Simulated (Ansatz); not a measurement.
Basis sets compared for trans-NiH2(PH3)2 (NiP₂H₈). The state is a singlet with charge 0. Geometry PBE-D4/def2-SVP. Ansatz on 2 threads of Intel Xeon 6975P-C on a shared host; times are rough, and most runs start from earlier orbitals.

```xyz
11

Ni   -0.0783   -0.1417    0.0517
H    -0.7643   -1.4078    0.5027
P    -1.3061    0.0990   -1.6234
H    -0.6787    0.1874   -2.9115
H    -2.0608    1.3157   -1.7293
H    -2.3673   -0.7851   -2.0202
H     0.6151    1.1393   -0.4039
P     1.2832   -0.1421    1.6383
H     1.3306    1.0152    2.4864
H     2.6824   -0.1623    1.3174
H     1.3443   -1.1176    2.6918
```

The 6-31G sets use Cartesian d functions. B3LYP takes the VWN-RPA correlation.

Binding counts from free atoms (Ni triplet, H doublet, P quartet) in the same basis, without a counterpoise term.

```json
{"level": "PBE-D4/def2-SVP", "functions": "107", "energy (Eh)": "-2194.8316", "HOMO (eV)": "-4.06", "LUMO (eV)": "-1.33", "binding per atom (eV)": "2.67", "wall time": "0.95 s"}
{"level": "PBE-D4/def2-TZVP (with forces)", "functions": "167", "energy (Eh)": "-2195.3185", "HOMO (eV)": "-4.60", "LUMO (eV)": "-1.65", "binding per atom (eV)": "2.66", "wall time": "2 s"}
{"level": "r2SCAN-D4/def2-TZVP", "functions": "167", "energy (Eh)": "-2195.8029", "HOMO (eV)": "-4.68", "LUMO (eV)": "-1.40", "binding per atom (eV)": "2.65", "wall time": "2.6 s"}
{"level": "B3LYP-D4/6-31G", "functions": "71", "energy (Eh)": "-2195.5050", "HOMO (eV)": "-5.02", "LUMO (eV)": "-0.61", "binding per atom (eV)": "2.32", "wall time": "1.1 s"}
{"level": "B3LYP-D4/def2-TZVP", "functions": "167", "energy (Eh)": "-2195.9589", "HOMO (eV)": "-6.08", "LUMO (eV)": "-0.89", "binding per atom (eV)": "2.60", "wall time": "2.2 s"}
{"level": "PBE0-D4/def2-SVP", "functions": "107", "energy (Eh)": "-2194.8713", "HOMO (eV)": "-5.88", "LUMO (eV)": "-0.20", "binding per atom (eV)": "2.52", "wall time": "1.4 s"}
{"level": "PBE0-D4/def2-TZVP", "functions": "167", "energy (Eh)": "-2195.3449", "HOMO (eV)": "-6.38", "LUMO (eV)": "-0.58", "binding per atom (eV)": "2.54", "wall time": "2.2 s"}
```

Estimate the rows for PBE-D4/def2-TZVPD, r2SCAN-D4/def2-TZVPD, PBE0-D4/def2-TZVPD.


```json
{"level": "PBE-D4/def2-TZVPD", "functions": "206", "energy (Eh)": "-2195.3209", "HOMO (eV)": "-4.66", "LUMO (eV)": "-1.78", "binding per atom (eV)": "2.67", "wall time": "2 s"}
{"level": "r2SCAN-D4/def2-TZVPD", "functions": "206", "energy (Eh)": "-2195.8047", "HOMO (eV)": "-4.72", "LUMO (eV)": "-1.48", "binding per atom (eV)": "2.66", "wall time": "3.9 s"}
{"level": "PBE0-D4/def2-TZVPD", "functions": "206", "energy (Eh)": "-2195.3468", "HOMO (eV)": "-6.42", "LUMO (eV)": "-0.83", "binding per atom (eV)": "2.54", "wall time": "3.2 s"}
```
